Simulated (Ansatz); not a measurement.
Mulliken charges of `ClC[SiH2][TeH]` from ωB97M-V/def2-TZVPP in Ansatz (PBE0-D4/def2-TZVP geometry).

```
atom   x (Å)   y (Å)   z (Å)  charge (e)
 Cl1  -0.062   2.623  -0.300      -0.121
  C2  -0.646   0.934  -0.347      -0.261
 Si3   0.802  -0.213   0.007       0.148
 Te4   0.070  -2.598  -0.063      -0.074
  H5  -1.437   0.833   0.397       0.148
  H6  -1.071   0.751  -1.333       0.154
  H7   1.817  -0.077  -1.065       0.000
  H8   1.382   0.125   1.328       0.004
  H9  -0.767  -2.424   1.358       0.001
```

**Question.** By hand: the dipole of these point charges (1 e Å = 4.8032 D).

**Answer.** Σ q r = (-0.083, -0.163, -0.007) e Å, of length 0.183 e Å = 0.88 D.

**Question.** How does the dipole of the full density compare? (An estimate is asked.)

**Answer.** The calculation gave: (-0.147, -0.161, 0.011) e Å, 1.05 D; the point charges give 0.84 times that, at 16° from its direction.

Point charges leave out the atoms' own dipoles, such as those of lone pairs, and Mulliken's split depends on the basis, so the two needn't agree.
